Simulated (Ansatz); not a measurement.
Z-matrix (Å, degrees):
```
C
Si 1 1.872
H 1 1.093 2 110.0
H 1 1.094 2 110.4 3 -120.0
H 1 1.092 2 110.6 3 120.0
Si 2 2.338 1 115.2 3 57.7
Cl 2 2.073 1 108.2 3 179.4
H 6 1.489 2 108.4 1 -60.6
H 6 1.485 2 109.0 1 -179.4
H 6 1.490 2 112.4 1 59.5
```

Charge 0, multiplicity 2.

(1) List the B3LYP/def2-TZVPP orbital energies in eV (the Gaussian-basis code of Ansatz). (Estimate.)

Results:

(1) Ansatz gave: α occupied: -2762.37, -1799.86, -1799.00, -276.87, -257.11, -196.13, -196.02, -195.99, -144.29, -143.57, -99.69, -99.62, -99.52, -98.90, -98.88, -98.87, -22.50, -19.52, -15.27, -13.19, -11.69, -11.64, -10.30, -9.89, -9.74, -9.45, -9.28, -8.07, -5.63. α empty: -0.38, -0.01, 0.45, 0.98, 1.28, 1.62, 2.34, 2.40. β occupied: -2762.35, -1799.76, -1798.99, -276.85, -257.10, -196.11, -195.98, -195.97, -144.19, -143.56, -99.56, -99.47, -99.42, -98.87, -98.87, -98.86, -22.39, -19.44, -15.10, -12.87, -11.64, -11.52, -10.19, -9.76, -9.67, -9.36, -9.07, -7.91. β empty: -2.86, -0.19, 0.23, 0.58, 1.12, 1.46, 1.68, 2.41. ⟨S²⟩ = 0.753.

B3LYP here is the variant with VWN-RPA as its local correlation; programs differ in this.
